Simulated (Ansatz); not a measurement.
Z-matrix (Å, degrees):
```
C
As 1 2.011
C 1 1.499 2 105.8
N 1 1.435 2 113.0 3 128.9
H 1 1.098 2 102.0 3 -112.3
H 2 1.519 1 92.1 3 -170.5
H 2 1.524 1 93.2 3 -77.8
O 3 1.202 1 123.9 2 117.1
H 3 1.113 1 115.1 2 -62.2
H 4 1.014 1 109.8 2 -61.9
H 4 1.016 1 109.7 2 -177.8
```

The species carries charge 0 and has multiplicity 1.

Problem. List the ωB97M-V/def2-TZVPP orbital energies in eV (Ansatz). (Best estimate.)

Solution. Ansatz gave: Occupied: -11605.08, -1473.17, -1314.45, -1314.44, -1314.40, -526.26, -394.52, -284.05, -282.99, -195.58, -141.70, -141.67, -141.53, -48.07, -48.07, -47.96, -47.95, -47.89, -32.40, -28.01, -23.28, -20.34, -18.64, -16.91, -16.18, -15.68, -14.36, -13.97, -12.57, -11.63, -10.68, -10.24, -9.35. Lowest empty: 1.18, 1.80, 2.45, 2.81, 3.35, 3.56, 4.19, 5.06.
